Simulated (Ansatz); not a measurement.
Ge(GeH3)4 (Ge5H12), 17 atoms. Hardware: 4 threads of Arm Neoverse V2 on a shared host.

Correlated methods freeze 45 core orbitals; core or outer-core shells of Ge are correlated, in sets that lack core-valence functions.

Problem. How many basis functions does each of these Ansatz runs have, and roughly what does it cost? RPA@PBE/def2-TZVP, charge 0 singlet, energy, from earlier orbitals; MP2/def2-TZVP, charge 0 singlet, energy, from earlier orbitals; PBE0-D4/def2-SVP, charge 0 singlet, energy, from earlier orbitals; PBE0-D4/def2-SVP, charge 0 singlet, relaxation, 4 steps; LC-ωPBE/def2-TZVP, charge 0 singlet, energy, from earlier orbitals; PBE0-D4/def2-TZVP, charge 0 singlet, energy, from earlier orbitals; PBE-D4/def2-TZVP, charge 0 singlet, energy and forces, from earlier orbitals; r2SCAN-D4/def2-TZVP, charge 0 singlet, energy, from earlier orbitals; PBE-D4/def2-SVP, charge 0 singlet, energy, from earlier orbitals; revPBE-D4/def2-TZVP, charge 0 singlet, energy, from earlier orbitals.

Solution. Other jobs shared the machine, so times can vary by a factor of up to 3. A dash marks memory too small to be measured apart from the calling script's.

```
                                                                         run  functions  fitting or Cholesky vectors  wall time  peak host memory (GiB)
            PBE-D4/def2-SVP, charge 0 singlet, energy, from earlier orbitals        220                         2451      4.2 s                       –
        revPBE-D4/def2-TZVP, charge 0 singlet, energy, from earlier orbitals        312                         2318        8 s                    0.72
           PBE0-D4/def2-SVP, charge 0 singlet, energy, from earlier orbitals        220                         2192        9 s                    0.89
PBE-D4/def2-TZVP, charge 0 singlet, energy and forces, from earlier orbitals        312                         2318        9 s                    0.72
          LC-ωPBE/def2-TZVP, charge 0 singlet, energy, from earlier orbitals        312                         2318       11 s                     1.2
        r2SCAN-D4/def2-TZVP, charge 0 singlet, energy, from earlier orbitals        312                         2318       16 s                    0.78
          RPA@PBE/def2-TZVP, charge 0 singlet, energy, from earlier orbitals        312                         2220       18 s                     1.1
              MP2/def2-TZVP, charge 0 singlet, energy, from earlier orbitals        312                         2220       21 s                     1.4
          PBE0-D4/def2-TZVP, charge 0 singlet, energy, from earlier orbitals        312                         2533       24 s                     1.9
                     PBE0-D4/def2-SVP, charge 0 singlet, relaxation, 4 steps        220                         2357       42 s                    0.98
```
